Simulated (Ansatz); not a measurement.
Single points on Al3Ni.

```yaml
crystal:
  periodic: [false, false, false]
  atoms:
    - {symbol: Ni, position_ang: [-0.750501, 0.730106, -0.587586]}
    - {symbol: Al, position_ang: [1.445461, 0.444486, -0.477677]}
    - {symbol: Al, position_ang: [-0.285328, 0.284218, 1.533928]}
    - {symbol: Al, position_ang: [-0.409632, -1.458820, -0.468666]}
basis:
  gaussian: {orbitals: def2-TZVP, initial_orbitals: start.molden}
magnetization: {spin_polarized: true, initial_magnetization: 1}
hamiltonian: {xc: hf}
scf: {omitted_lower_state_checks: [starts]}
output: {orbitals: {seedname: orbitals}}
```

The file start.molden holds the orbitals of an earlier run on this structure, at another level or in another basis.

```sh
$ ansatz run in.yaml --threads 2 --pin off --events-out ev --progress --plain --max-ram 4352MiB
```

Output, abridged:

```
Functional definition: HF
1570 factors; their error is unknown
mean field evaluation 1: about -60744.6151 eV, gradient 2.5e1 eV
mean field evaluation 2: about -60745.9786 eV, gradient 2.7e0 eV
mean field evaluation 4: about -60747.2494 eV, gradient 7.8e0 eV
mean field evaluation 8: about -60748.0532 eV, gradient 8.7e-1 eV
mean field evaluation 16: about -60748.8773 eV, gradient 2.9e-1 eV
mean field -60748.87970372 eV, -2232.4801520420 hartree, gradient 6.7e-6 eV, S^2 1.868506; 0 other end points of the search recorded, 0 dependent functions left out
reference -60748.87970372 eV, -2232.4801520420 hartree; 34, 33 occupied and 122, 123 virtual orbitals, 1570 factors
Total energy: -60748.87970372 eV, -2232.4801520420 hartree
Checks for a lower state left out: starts
```

Run time 20 s (2 threads of Arm Neoverse V2 on a shared host), peak host memory 0.81 GiB.

The first input with `correlation: {method: ccsd_t}`, `scf: {omitted_lower_state_checks: [starts, cluster_reference]}` and without the key `hamiltonian` (abridged; 3.1 min):

```
Functional definition: HF
mean field evaluation 16: about -60748.8711 eV, gradient 3.8e-1 eV
mean field evaluation 32: about -60748.8802 eV, gradient 8.2e-5 eV
mean field -60748.88022120 eV, -2232.4801710590 hartree, gradient 1.7e-7 eV, S^2 1.868497
20 core orbitals not correlated, not the lowest: weight in the atoms' cores, before any rotation towards them, 0.993 or more for the frozen orbitals, at most 0.018 for the correlated occupied ones
second order -24.19820351 eV of doubles, -0.00000000 eV of singles
cycle   1  -19.42814798 eV  change     4.8e0 eV  update   3.3e-1
cycle   2  -21.49647482 eV  change    -2.1e0 eV  update   2.8e-1
cycle   3  -22.06081889 eV  change   -5.6e-1 eV  update   1.0e-1
cycle   4  -22.17246532 eV  change   -1.1e-1 eV  update   6.8e-2
cycle   5  -22.19274050 eV  change   -2.0e-2 eV  update   4.9e-2
cycle   6  -22.36102497 eV  change   -1.7e-1 eV  update   4.1e-2
cycle   7  -22.47277403 eV  change   -1.1e-1 eV  update   3.6e-2
cycle   8  -22.57772847 eV  change   -1.0e-1 eV  update   2.8e-2
[...]
cycle  23  -22.78574449 eV  change   -3.4e-5 eV  update   3.9e-4
cycle  24  -22.78526555 eV  change    4.8e-4 eV  update   3.0e-4
cycle  25  -22.78532275 eV  change   -5.7e-5 eV  update   2.5e-4
cycle  26  -22.78522240 eV  change    1.0e-4 eV  update   2.0e-4
cycle  27  -22.78511354 eV  change    1.1e-4 eV  update   1.6e-4
cycle  28  -22.78521512 eV  change   -1.0e-4 eV  update   1.2e-4
cycle  29  -22.78525381 eV  change   -3.9e-5 eV  update   9.1e-5
cycle  30  -22.78527683 eV  change   -2.3e-5 eV  update   7.2e-5
cycle  31  -22.78536896 eV  change   -9.2e-5 eV  update   5.4e-5
cycle  32  -22.78540976 eV  change   -4.1e-5 eV  update   4.1e-5
cycle  33  -22.78541384 eV  change   -4.1e-6 eV  update   3.1e-5
cycle  34  -22.78543395 eV  change   -2.0e-5 eV  update   2.5e-5
perturbative correction -1.60403876 eV, -0.0589473371 hartree
Total energy: -60773.26969391 eV, -2233.3764676493 hartree
Checks for a lower state left out: starts, cluster_reference
```

As the first input, with `hamiltonian: {xc: {name: LC-wPBE, parameters: {omega: 0.2/bohr}}}` (abridged; 14 s):

```
Functional definition: LC-wPBE
mean field -60820.92427171 eV, -2235.1277410821 hartree, gradient 1.1e-5 eV, S^2 0.798533
Total energy: -60820.92427173 eV, -2235.1277410828 hartree
Checks for a lower state left out: starts
```

First input, but with `hamiltonian: {xc: pbe0, dispersion: d4}` (abridged; 8.5 s):

```
Functional definition: PBE0
mean field -60818.76670458 eV, -2235.0484519527 hartree, gradient 2.2e-5 eV, S^2 0.788605
Total energy: -60818.88879511 eV, -2235.0529386969 hartree
Checks for a lower state left out: starts
```

First input, but with `hamiltonian: {xc: {name: LC-wPBE, parameters: {omega: 0.1/bohr}}}` (abridged; 9 s):

```
Functional definition: LC-wPBE
mean field -60820.96822213 eV, -2235.1293562304 hartree, gradient 5.8e-6 eV, S^2 0.770389
Total energy: -60820.96822221 eV, -2235.1293562332 hartree
Checks for a lower state left out: starts
```

As the first input, with `hamiltonian: {xc: {name: wB97X-V}}` (abridged; 54 s):

```
Functional definition: wB97X-V
mean field -60825.89113946 eV, -2235.3102701053 hartree, gradient 1.7e-5 eV, S^2 0.802864
Total energy: -60825.89113867 eV, -2235.3102700765 hartree
Checks for a lower state left out: starts
```

First input, but with `gaussian: {orbitals: def2-TZVPD, initial_orbitals: start.molden}`, `hamiltonian: {xc: pbe, dispersion: d4}` (abridged; 6.5 s):

```
Functional definition: PBE
mean field -60818.73761721 eV, -2235.0473830114 hartree, gradient 2.4e-5 eV, S^2 0.764687
Total energy: -60818.88233182 eV, -2235.0527011754 hartree
Checks for a lower state left out: starts
```

Geometry: r2SCAN-D4/def2-SVP.

Correlated methods freeze 20 core orbitals; core or outer-core shells of Ni are correlated, in sets that lack core-valence functions. At HF/def2-TZVP, CCSD(T)/def2-TZVP the charge 0 doublet is spin-contaminated (final ⟨S²⟩ up to 1.87, 0.75 for a pure state). At CCSD(T)/def2-TZVP T1 of the charge 0 doublet is large (up to 0.120), so the single-reference result is doubtful. The structure comes from a short search, and lower isomers may exist.
